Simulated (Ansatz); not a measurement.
C2H6BClS, SMILES CSB(C)Cl.

Coordinates come from a PBE0-D3(BJ)/def2-SVP optimisation. This is a generated structure with no PubChem entry under its InChIKey; it may be hypothetical. The values are those of a single conformer.

Two levels are set side by side: PBE/def2-SVPD (Ansatz, a program for electronic structure) and PBE0/def2-SVPD (Ansatz). Energy differences of separate SCF runs at the same geometry; the states with an electron removed or added have multiplicity 2 and 2. Differences are taken from unrounded values.

| quantity | PBE0 | PBE | PBE minus PBE0 |
|---|---|---|---|
| vertical ionisation energy (eV) | 9.58 | 9.41 | -0.17 |
| vertical singlet–triplet gap (eV) | 4.75 | 4.63 | -0.13 |
